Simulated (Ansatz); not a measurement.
The cluster In2O4H2 was relaxed with B3LYP-D4 (def2-SVP) in Ansatz in these states: charge +1 doublet, neutral singlet. The geometries follow in no particular order.

In the def2 sets In takes a core potential; there is no spin–orbit coupling.

A:

```xyz
8

In    0.4776   -0.4807   -1.3228
In   -0.8005    0.6816    1.0485
O     0.8098   -0.5384    0.7002
O     1.3590   -1.2686   -2.9235
O    -1.1287    0.7313   -0.9685
O    -1.6598    1.4748    2.6585
H    -1.1791    1.1993    3.4541
H     2.1216   -1.7994   -2.6466
```

B:

```
atom   x (Å)   y (Å)   z (Å)
 In1   0.751  -1.263   0.744
 In2  -0.998   1.126  -0.670
  O3   0.941   0.524  -0.280
  O4   1.666  -2.747   1.616
  O5  -1.174  -0.653   0.349
  O6  -2.157   2.474  -1.472
  H7  -1.667   3.208  -1.882
  H8   2.636  -2.668   1.594
```

Q: Judge from the bond lengths which geometry belongs to which state (an estimate).

A: A is the neutral singlet (In1–In2 2.934 Å, In1–O4 1.990 Å, In2–O6 1.990 Å); B is the charge +1 doublet (In1–In2 3.282 Å, In1–O4 1.950 Å, In2–O6 1.950 Å).
